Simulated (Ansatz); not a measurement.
Geometry optimisation, Ansatz, RHF/def2-SVP.

input.yaml

```yaml
crystal:
  periodic: [false, false, false]
  atoms:
    - { symbol: Sn, position_ang: [0.261445, -0.072892, 0.047156] }
    - { symbol: C, position_ang: [1.056837, -0.00832, 2.023629] }
    - { symbol: H, position_ang: [0.423885, -0.126846, 2.906771] }
    - { symbol: H, position_ang: [1.812855, -0.795602, 2.02085] }
    - { symbol: H, position_ang: [1.571746, 0.950713, 2.077449] }
    - { symbol: H, position_ang: [1.943634, 0.143949, -0.178888] }
    - { symbol: Cl, position_ang: [-0.956148, 1.849419, -0.579318] }
    - { symbol: H, position_ang: [-0.571453, -1.393622, -0.602449] }
basis:
  gaussian: { orbitals: def2-SVP }
hamiltonian:
  xc: hf
relax:
  f_tol: 0.03
  max_steps: 50
```

Run as:

```bash
$ ansatz run input.yaml --threads 1 --pin off --max-ram 2048MiB --backend cpu --events-out ev --progress --plain --runs-dir out
```

Problem. Where does it end, and by what steps?

Solution. The run converged. After 7 steps the energy has fallen by 0.805 eV; H6 moved furthest, 0.85 Å.

| step | energy less start (eV) | largest force component (eV/Å) | accepted |
| --- | --- | --- | --- |
| 0 | 0.0000 | 1.725 | yes |
| 1 | -0.3680 | 0.938 | yes |
| 2 | -0.5744 | 0.461 | yes |
| 3 | -0.7290 | 0.336 | yes |
| 4 | -0.7960 | 0.184 | yes |
| 5 | -0.8016 | 0.201 | yes |
| 6 | -0.8040 | 0.128 | yes |
| 7 | -0.8048 | 0.010 | yes |

```xyz
8
Properties=species:S:1:pos:R:3
Sn 0.513 -0.046 0.020
C 1.053 -0.003 2.098
H 0.159 -0.088 2.716
H 1.724 -0.831 2.331
H 1.555 0.936 2.331
H 1.845 0.154 -1.024
Cl -0.886 1.833 -0.355
H -0.420 -1.409 -0.402
```

Whether the end is a true minimum wasn't checked by a vibrational analysis.

The run took 19 s on 1 thread of Arm Neoverse V1, on a shared host, peak memory 0.16 GiB.
